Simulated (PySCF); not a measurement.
CF₂, SMILES [C](F)F (connectivity only; charge and spin as stated), charge +1, multiplicity 2.

Geometry optimised at PBE0-D3(BJ)/def2-TZVP. The isomer is the one that the SMILES or the coordinates give; other isomers of the formula were not compared.

Method: TDA-PBE/def2-TZVPD in PySCF.

Vertical excitations. Isolated molecule, no solvent.

Computed excitation energies, oscillator strengths and character:
```
state    energy (eV)  λ (nm)      f                                                   main pairs
-------  -----------  ------  -----  -----------------------------------------------------------
root 1          4.24     293  0.010                                             α HOMO→LUMO 99 %
root 2          6.68     186  0.004                                             β HOMO→LUMO 96 %
root 3          7.17     173  0.000                                           β HOMO−1→LUMO 98 %
root 4          8.05     154  0.000                        α HOMO−1→LUMO 93 %, β HOMO→LUMO+1 5 %
root 5          8.38     148  0.005                     α HOMO−2→LUMO 61 %, β HOMO−1→LUMO+1 36 %
root 6          8.80     141  0.032                        α HOMO−4→LUMO 9 %, β HOMO−2→LUMO 88 %
root 7          8.94     139  0.000                        α HOMO−1→LUMO 5 %, β HOMO→LUMO+1 94 %
root 8          9.29     133  0.011                        α HOMO−3→LUMO 5 %, β HOMO−3→LUMO 92 %
root 9         10.22     121  0.001                     α HOMO−4→LUMO 50 %, β HOMO−3→LUMO+1 40 %
root 10        10.46     118  0.013  α HOMO−2→LUMO 8 %, β HOMO−4→LUMO 62 %, β HOMO−1→LUMO+1 27 %
```
Unrestricted roots are not spin-pure.
